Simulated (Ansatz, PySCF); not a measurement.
Isomers of CH3NSi. Isolated molecules, 0 K electronic values unless said otherwise. Strings in code marks are SMILES.

Quantity: vertical ionisation energy (energy after one electron is removed minus that of the parent at the parent's geometry), in eV. The restricted reference of `N=C=[SiH2]` is unstable towards unrestricted orbitals.

Level 1: frozen-core CCSD(T)/cc-pVTZ // B3LYP-D3(BJ)/def2-TZVP (Ansatz, a first-principles code)
Level 2: PBE-D3(BJ)/def2-TZVP // B3LYP-D3(BJ)/def2-TZVP (PySCF)
Level 3: SVWN5/6-31G* // B3LYP-D3(BJ)/def2-TZVP (PySCF)
Level 4: minus the HOMO energy of HF/6-31G* // B3LYP-D3(BJ)/def2-TZVP (PySCF)

| species | level 2 | level 3 | level 4 |
|---|---|---|---|
| `N=C=[SiH2]` | 8.21 | 8.30 | 7.84 |

Problem. What does level 1 give for each?

Solution. 
- `N=C=[SiH2]`: 8.05
